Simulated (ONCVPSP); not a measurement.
# germanium ONCV: all-electron and pseudo phase curves

ONCVPSP 4.0.1 input, shortened (lines: element, Z, core and valence counts, functional; n l f; lmax; l rc ep ncon nbas qcut; lloc lpopt rc5 dvloc0; l nproj debl; icmod fcfact rcfact), BLYP, scalar-relativistic:

```
  Ge 32.00    4    4  -106131      upf
    1    0    2.00
    2    0    2.00
    2    1    6.00
    3    0    2.00
    3    1    6.00
    3    2   10.00
    4    0    2.00
    4    1    1.50
    2
    0    1.75    0.00    4    7    4.30
    1    1.20    0.00    3    7   12.80
    2    0.95    0.00    3    8   19.40
    4    5    0.85    1.00
    0    3    3.10
    1    2    3.90
    2    1    1.50
    0    0.00    0.00
```

The phase is arctan(r·R′/R) of the radial function R(r), unwrapped; energies in Ha, scanned from -6 to 5 Ha. A pole is an energy at which the radial function vanishes at the test radius. The pseudo phase is shifted by a multiple of π to meet the all-electron one at the reference energy, and phase errors are pseudo minus all-electron; the curves can meet again beyond the range given. Levels narrower than the energy grid can be missing from the lists of poles.

```tsv
channel	radius (bohr)	reference energy (Ha)	poles, all-electron	poles, pseudo	unbroken range about the reference energy with phases within 0.05 rad	phase error 1 Ha above the reference energy (rad)
s	1.78	-0.57	1.75	1.75	the whole range	-0.000
p	1.22	-0.27	-3.92	-3.92	the whole range	+0.000
d	0.96	-1.23	0.58	0.64	below 3.5	+0.003
```

Note: no bound ghost flagged; GHOST(+) flagged for s at 64.7 eV.

Phases in the s channel:

```json
{"E (Ha)": "-5.96", "all-electron": "1.364", "pseudo": "1.349"}
{"E (Ha)": "-5.68", "all-electron": "1.349", "pseudo": "1.341"}
{"E (Ha)": "-5.40", "all-electron": "1.338", "pseudo": "1.332"}
{"E (Ha)": "-5.12", "all-electron": "1.326", "pseudo": "1.321"}
{"E (Ha)": "-4.84", "all-electron": "1.313", "pseudo": "1.310"}
{"E (Ha)": "-4.56", "all-electron": "1.299", "pseudo": "1.296"}
{"E (Ha)": "-4.28", "all-electron": "1.283", "pseudo": "1.281"}
{"E (Ha)": "-4.00", "all-electron": "1.265", "pseudo": "1.262"}
{"E (Ha)": "-3.72", "all-electron": "1.243", "pseudo": "1.241"}
{"E (Ha)": "-3.44", "all-electron": "1.217", "pseudo": "1.215"}
{"E (Ha)": "-3.16", "all-electron": "1.185", "pseudo": "1.183"}
{"E (Ha)": "-2.88", "all-electron": "1.144", "pseudo": "1.142"}
{"E (Ha)": "-2.60", "all-electron": "1.091", "pseudo": "1.089"}
{"E (Ha)": "-2.32", "all-electron": "1.018", "pseudo": "1.017"}
{"E (Ha)": "-2.04", "all-electron": "0.914", "pseudo": "0.913"}
{"E (Ha)": "-1.76", "all-electron": "0.757", "pseudo": "0.755"}
{"E (Ha)": "-1.48", "all-electron": "0.505", "pseudo": "0.504"}
{"E (Ha)": "-1.20", "all-electron": "0.115", "pseudo": "0.114"}
{"E (Ha)": "-0.92", "all-electron": "-0.367", "pseudo": "-0.368"}
{"E (Ha)": "-0.64", "all-electron": "-0.768", "pseudo": "-0.768"}
{"E (Ha)": "-0.36", "all-electron": "-1.029", "pseudo": "-1.029"}
{"E (Ha)": "-0.08", "all-electron": "-1.193", "pseudo": "-1.193"}
{"E (Ha)": "0.20", "all-electron": "-1.302", "pseudo": "-1.302"}
{"E (Ha)": "0.48", "all-electron": "-1.379", "pseudo": "-1.379"}
{"E (Ha)": "0.76", "all-electron": "-1.437", "pseudo": "-1.437"}
{"E (Ha)": "1.04", "all-electron": "-1.483", "pseudo": "-1.483"}
{"E (Ha)": "1.32", "all-electron": "-1.521", "pseudo": "-1.521"}
{"E (Ha)": "1.60", "all-electron": "-1.554", "pseudo": "-1.554"}
{"E (Ha)": "1.88", "all-electron": "-1.584", "pseudo": "-1.584"}
{"E (Ha)": "2.16", "all-electron": "-1.612", "pseudo": "-1.612"}
{"E (Ha)": "2.44", "all-electron": "-1.640", "pseudo": "-1.640"}
{"E (Ha)": "2.72", "all-electron": "-1.668", "pseudo": "-1.668"}
{"E (Ha)": "3.00", "all-electron": "-1.698", "pseudo": "-1.698"}
{"E (Ha)": "3.28", "all-electron": "-1.732", "pseudo": "-1.732"}
{"E (Ha)": "3.56", "all-electron": "-1.772", "pseudo": "-1.771"}
{"E (Ha)": "3.84", "all-electron": "-1.820", "pseudo": "-1.820"}
{"E (Ha)": "4.12", "all-electron": "-1.884", "pseudo": "-1.884"}
{"E (Ha)": "4.40", "all-electron": "-1.975", "pseudo": "-1.975"}
{"E (Ha)": "4.68", "all-electron": "-2.114", "pseudo": "-2.114"}
{"E (Ha)": "4.96", "all-electron": "-2.352", "pseudo": "-2.352"}
```
